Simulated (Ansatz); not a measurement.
Start from `[SiH3][O][In]([Cl])[O][SiH3]` and change one atom or group to get `[OH][In]([Cl])[O][SiH3]`.

Ansatz, PBE0-D4/def2-TZVP geometries, multiplicity 1. Each molecule was computed in one conformer, which needn't be the lowest.

Elements past krypton have def2 core potentials.

| property | `[SiH3][O][In]([Cl])[O][SiH3]` |
| --- | --- |
| HOMO–LUMO gap (ωB97M-V/def2-TZVPP) / eV | 10.32 |
| HOMO–LUMO gap (PBE0/def2-TZVPP) / eV | 6.09 |
| LUMO energy (PBE/def2-TZVPP) / eV | -3.55 |
| HOMO–LUMO gap (B3LYP/def2-TZVPP) / eV | 5.56 |
| HOMO–LUMO gap (PBE/def2-TZVPP) / eV | 3.73 |
| HOMO energy (PBE/def2-TZVPP) / eV | -7.28 |

(1) What does the change do to each property? (Estimate.)

Answers

(1) The calculation gave: 
| property | `[OH][In]([Cl])[O][SiH3]` | shift |
| --- | --- | --- |
| HOMO–LUMO gap (ωB97M-V/def2-TZVPP) / eV | 10.51 | 0.19 |
| HOMO–LUMO gap (PBE0/def2-TZVPP) / eV | 6.26 | 0.17 |
| LUMO energy (PBE/def2-TZVPP) / eV | -3.38 | 0.17 |
| HOMO–LUMO gap (B3LYP/def2-TZVPP) / eV | 5.72 | 0.16 |
| HOMO–LUMO gap (PBE/def2-TZVPP) / eV | 3.88 | 0.15 |
| HOMO energy (PBE/def2-TZVPP) / eV | -7.25 | 0.03 |

B3LYP here is the variant with VWN-RPA as its local correlation; programs differ in this.
